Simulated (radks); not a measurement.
In III, configuration [Kr] 4d10 5s1 (the NIST ground configuration). All-electron calculation, Dirac Kohn-Sham, exchange-only LDA, spin-unpolarised, spherical densities, point nucleus. Program: a radial shooting solver on a logarithmic mesh with Libxc functionals.

Normalised radial functions P(r) = r R(r) (large component), r in bohr:

r	4s1/2	4d3/2	4d5/2
0.003155	0.1366	0.0001	0.0000
0.004208	0.1688	0.0001	0.0001
0.005568	0.2034	0.0003	0.0002
0.007426	0.2394	0.0006	0.0005
0.009826	0.2695	0.0013	0.0010
0.013	0.2863	0.0026	0.0022
0.01734	0.2764	0.0056	0.0049
0.02294	0.2246	0.0116	0.0104
0.03036	0.1168	0.0233	0.0214
0.04049	-0.0553	0.0464	0.0433
0.05357	-0.2577	0.0866	0.0820
0.07088	-0.4277	0.1530	0.1464
0.09454	-0.4582	0.2539	0.2453
0.1251	-0.2501	0.3757	0.3662
0.1668	0.1900	0.4883	0.4802
0.2208	0.6144	0.5156	0.5124
0.2921	0.6813	0.3810	0.3862
0.3896	0.1710	0.0373	0.0518
0.5154	-0.6452	-0.4229	-0.4031
0.682	-1.2130	-0.8270	-0.8094
0.9096	-1.1709	-0.9973	-0.9891
1.204	-0.7222	-0.8905	-0.8928
1.592	-0.2936	-0.6288	-0.6378
2.124	-0.0719	-0.3455	-0.3555
2.81	-0.0104	-0.1467	-0.1536
3.748	-0.0007	-0.0421	-0.0451
4.959	0.0000	-0.0078	-0.0085
6.562	0.0000	-0.0008	-0.0009

4s1/2: eigenvalue -135.84 eV, 3 radial nodes at r = 0.0373, 0.149, 0.414 bohr, <r> = 0.848 bohr, 90 % of the charge inside 1.23 bohr. 4d3/2: eigenvalue -35.622 eV, 1 radial node at r = 0.399 bohr, <r> = 1.16 bohr, 90 % of the charge inside 1.82 bohr. 4d5/2: eigenvalue -34.746 eV, 1 radial node at r = 0.403 bohr, <r> = 1.18 bohr, 90 % of the charge inside 1.85 bohr.
